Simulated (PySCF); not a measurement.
**Mass spectrum arithmetic for `[BH3-][P@H+](C)C(F)=C(F)F`**

Species: `[BH3-][P@H+](C)C(F)=C(F)F`.

Calculated from tabulated atomic weights, isotope masses and abundances; no fragmentation.

Find the molar and monoisotopic masses of C3H7BF3P.

For C3H7BF3P, with standard atomic weights, 1 × 10.810 + 1 × 30.974 + 3 × 12.011 + 3 × 18.998 + 7 × 1.008 = 141.867 g/mol. From the most abundant isotopes (11B, 31P, 12C, 19F, 1H), 1 × 11.009305 + 1 × 30.973762 + 3 × 12.000000 + 3 × 18.998403 + 7 × 1.007825 = 142.0331 u.

What cluster does the molecular ion M+• show when like nominal masses merge?

| nominal mass | m/z (centroid) | relative intensity |
| --- | --- | --- |
| 141 | 141.0361 | 24.6 |
| 142 | 142.0326 | 100.0 |
| 143 | 143.0359 | 3.3 |

Cut off at 0.1 %. One electron mass, 0.00055 u, is taken off. Abundances used (%; other tables differ somewhat): 10B 19.9, 11B 80.1; 12C 98.93, 13C 1.07; 1H 99.9885, 2H 0.0115.

What resolving power m/Δm just matches the spacing of the species with one 13C and with one 2H?

They lie 0.00292 u apart at mass 143.04, so m/Δm is about 49000.

Which m/z would the protonated, sodiated and deprotonated molecule have?

[M+H]+ 143.0403, [M+Na]+ 165.0223, [M−H]− 141.0258, for the monoisotopic species (arithmetic only; whether such ions form is another matter).

What is the composition by mass?

B 7.62 %, P 21.83 %, C 25.40 %, F 40.17 %, H 4.97 %.

What share of all molecules is the monoisotopic species?

0.801 × 1 × 0.9893^3 × 1^3 × 0.999885^7 = 77.49 %.
